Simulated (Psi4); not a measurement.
CHF₂ (SMILES F[CH-]F), charge -1, singlet, at a GFN2-xTB geometry (a gas-phase anion, which may not be bound at this level); Psi4 1.11 with SVWN/STO-3G.

Psi4 was given this input:
```
memory 2 GB

molecule {
-1 1
  C    -0.12204909   -0.00422136    0.64509125
  F    -0.02347795    1.13289904   -0.27210005
  F     0.00314120   -1.13074558   -0.28187669
  H     0.91532526    0.00594698    1.11524321
}

set basis sto-3g
set d_convergence 1e-8

energy('svwn')
print_variables()
```

Output, abridged:

```
   => Loading Basis Set <=

    Name: STO-3G
    Role: ORBITAL
    Keyword: BASIS

         ---------------------------------------------------------
                                   SCF
               by Justin Turney, Rob Parrish, Andy Simmonett
                          and Daniel G. A. Smith
                              RKS Reference
         ---------------------------------------------------------

  ==> Geometry <==

    Molecular point group: c1
    Full point group: C1

    Geometry (in Angstrom), charge = -1, multiplicity = 1:

       Center              X                  Y                   Z               Mass
    ------------   -----------------  -----------------  -----------------  -----------------
         C           -0.103845504930    -0.004147827395     0.677629636830    12.000000000000
         F           -0.005274364930     1.132972572605    -0.239561663170    18.998403162730
         F            0.021344785070    -1.130672047395    -0.249338303170    18.998403162730
         H            0.933528845070     0.006020512605     1.147781596830     1.007825032230

  Running in c1 symmetry.

  Rotational constants: A =      1.66596  B =      0.33926  C =      0.29168 [cm^-1]
  Rotational constants: A =  49944.20238  B =  10170.74490  C =   8744.46775 [MHz]
  Nuclear repulsion =   65.470876792311998

  Charge       = -1
  Multiplicity = 1
  Electrons    = 26
  Nalpha       = 13
  Nbeta        = 13

  ==> Algorithm <==

  SCF Algorithm Type is DF.
  DIIS enabled.
  MOM disabled.
  Fractional occupation disabled.
  Guess Type is SAD.
  Energy threshold   = 1.00e-06
  Density threshold  = 1.00e-08
  Integral threshold = 1.00e-12

  ==> Primary Basis <==

  Basis Set: STO-3G
    Blend: STO-3G
    Number of shells: 10
    Number of basis functions: 16
    Number of Cartesian functions: 16
    Spherical Harmonics?: true
    Max angular momentum: 1

  ==> DFT Potential <==

   => LibXC <=

    Version 7.1.2
    S. Lehtola, C. Steigemann, M. J. T. Oliveira, and M. A. L. Marques,  SoftwareX 7, 1–5 (2018) (10.1016/j.softx.2017.11.002)

   => Composite Functional: SVWN <=

    Slater exchange
    Vosko, Wilk & Nusair (VWN5_RPA)
    P. A. M. Dirac,  Math. Proc. Cambridge Philos. Soc. 26, 376 (1930) (10.1017/S0305004100016108)
    F. Bloch,  Z. Phys. 57, 545 (1929) (10.1007/BF01340281)
    S. H. Vosko, L. Wilk, and M. Nusair,  Can. J. Phys. 58, 1200 (1980) (10.1139/p80-159)

    Deriv               =              1
    GGA                 =          FALSE
    Meta                =          FALSE

    Exchange Hybrid     =          FALSE
    MP2 Hybrid          =          FALSE

   => Exchange Functionals <=

    1.0000         XC_LDA_X

   => Correlation Functionals <=

    1.0000   XC_LDA_C_VWN_RPA

   => LibXC Density Thresholds  <==

    XC_LDA_C_VWN_RPA:  1.00E-15
    XC_LDA_X:  1.00E-15

   => Molecular Quadrature <=

    Radial Scheme          =       TREUTLER
    Pruning Scheme         =           NONE
    Nuclear Scheme         =       TREUTLER

    Blocking Scheme        =         OCTREE
    BS radius alpha        =              1
    Pruning alpha          =              1
    Radial Points          =             75
    Spherical Points       =            302
    Total Points           =          86658
    Total Blocks           =            700
    Max Points             =            256
    Max Functions          =             15
    Weights Tolerance      =       1.00E-15

   => Loading Basis Set <=

    Name: (STO-3G AUX)
    Role: JKFIT
    Keyword: DF_BASIS_SCF

  ==> Integral Setup <==

  SCF_SUBTYPE=INCORE selected. In-core MEM_DF algorithm will be used.
  Using in-core AOs.

  ==> MemDFJK: Density-Fitted J/K Matrices <==

    J tasked:                   Yes
    K tasked:                    No
    wK tasked:                   No
    Algorithm:                 Core
    Schwarz Cutoff:           1E-12
    Mask sparsity (%):       0.7812
    Fitting Condition:        1E-10

   => Auxiliary Basis Set <=

  Basis Set: (STO-3G AUX)
    Blend: DEF2-UNIVERSAL-JKFIT
    Number of shells: 81
    Number of basis functions: 247
    Number of Cartesian functions: 295
    Spherical Harmonics?: true
    Max angular momentum: 4

  Minimum eigenvalue in the overlap matrix is 3.1647060743E-01.
  Reciprocal condition number of the overlap matrix is 1.7390106656E-01.
    Using symmetric orthogonalization.

  ==> Pre-Iterations <==

  SCF Guess: Superposition of Atomic Densities via on-the-fly atomic UHF (no occupation information).

   -------------------------
    Irrep   Nso     Nmo
   -------------------------
     A         16      16
   -------------------------
    Total      16      16
   -------------------------

  ==> Iterations <==

                           Total Energy        Delta E     RMS |[F,P]|

   @DF-RKS iter SAD:  -232.80057925336149   -2.32801e+02   0.00000e+00
   @DF-RKS iter   1:  -233.58602401367045   -7.85445e-01   5.40712e-03 DIIS/ADIIS
   @DF-RKS iter   2:  -233.58990592171463   -3.88191e-03   4.16621e-03 DIIS/ADIIS
   @DF-RKS iter   3:  -233.59262752299639   -2.72160e-03   1.53830e-03 DIIS/ADIIS
   @DF-RKS iter   4:  -233.59302065111393   -3.93128e-04   2.47215e-04 DIIS/ADIIS
   @DF-RKS iter   5:  -233.59303525179698   -1.46007e-05   2.06934e-05 DIIS
   @DF-RKS iter   6:  -233.59303540052377   -1.48727e-07   1.86682e-06 DIIS
   @DF-RKS iter   7:  -233.59303540177754   -1.25377e-09   9.10779e-08 DIIS
   @DF-RKS iter   8:  -233.59303540177928   -1.73372e-12   2.22719e-09 DIIS
  Energy and wave function converged.

  ==> Post-Iterations <==

   Electrons on quadrature grid:
      Ntotal   =   25.9999813081 ; deviation = -1.869e-05

    Orbital Energies [Eh]
    ---------------------

    Doubly Occupied:

[...]
      13A      0.373670

    Virtual:

[...]
    Final Occupation by Irrep:
              A
    DOCC [    13 ]
    NA   [    13 ]
    NB   [    13 ]

  @DF-RKS Final Energy:  -233.59303540177928

   => Energetics <=

    Nuclear Repulsion Energy =             65.4708767923119979
    One-Electron Energy =                -468.6447518005006714
    Two-Electron Energy =                 195.8874443818277484
    DFT Exchange-Correlation Energy =     -26.3066047754183217
    Empirical Dispersion Energy =           0.0000000000000000
    VV10 Nonlocal Energy =                  0.0000000000000000
    Total Energy =                       -233.5930354017792752

Computation Completed

Properties will be evaluated at   0.000000,   0.000000,   0.000000 [a0]

Properties computed using the SCF density matrix

 Multipole Moments:

 ------------------------------------------------------------------------------------
     Multipole            Electronic (a.u.)      Nuclear  (a.u.)        Total (a.u.)
 ------------------------------------------------------------------------------------

 L = 1.  Multiply by 2.5417464519 to convert [e a0] to [Debye]
 Dipole X            :         -0.5245665            0.8599947            0.3354282
 Dipole Y            :          0.0041748            0.0034738            0.0076486
 Dipole Z            :         -2.3948577            1.5372161           -0.8576416
 Magnitude           :                                                    0.9209341

 ------------------------------------------------------------------------------------

  Variable Map:
  ----------------------------------------------------------------------------
[...]
  Array Variable Map:
  ----------------------------------------------------------------------------
[...]
[...]
```
